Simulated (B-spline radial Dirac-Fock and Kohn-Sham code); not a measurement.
**Dipole and non-dipole photoemission parameters of Zn²⁺ 3p1/2**

System: zinc as Zn²⁺, configuration [Ar] 3d10; threshold 115.3 eV (orbital energy of the model). These are calculated numbers from a radial finite-basis atomic code; the model is Dirac-Hartree-Slater photoionisation with a Latter tail; cross sections with all multipoles, angular parameters from the dipole term and its interference with E2.

For linearly polarised light dσ/dΩ = σ/(4π) [1 + β P₂(cos θ) + (δ + γ cos²θ) sin θ cos φ], with θ from the polarisation vector and φ the angle between the beam and the projection of the electron momentum on the plane normal to the polarisation.

```
hν (eV)  σ (kb)      β       γ      δ
    171     216  0.431   0.127  0.046
    175     221  0.507   0.142  0.042
    197     236  0.828   0.181  0.027
    241     234  1.172   0.163  0.010
    640    75.8  1.612  -0.011  0.002
    736    59.1  1.616   0.014  0.003
   1000    32.1  1.599   0.109  0.006
 1253.6       ?      ?       ?      ?
   1530    12.3  1.530   0.311  0.014
   1770    8.63  1.495   0.394  0.018
   1880    7.42  1.480   0.430  0.020
   2000    6.35  1.463   0.467  0.022
   2900    2.38  1.348   0.701  0.039
   2980    2.21  1.338   0.718  0.041
 2984.4    2.20  1.338   0.719  0.041
   3420    1.51  1.289   0.807  0.050
   6000   0.290  1.063   1.167  0.104
   7540   0.142  0.964   1.307  0.135
   7880   0.124  0.945   1.333  0.142
 8047.8   0.116  0.935   1.346  0.146
 9251.7  0.0741  0.874   1.425  0.170
  11800  0.0334  0.768   1.555  0.218
  12000  0.0316  0.761   1.564  0.221
  12200  0.0299  0.754   1.573  0.225
  12600  0.0269  0.740   1.589  0.232
```

Question: Give the values at Mg Kα (1253.6 eV).

Answer: σ = 19.6 kb, β = 1.568, γ = 0.208, δ = 0.010.
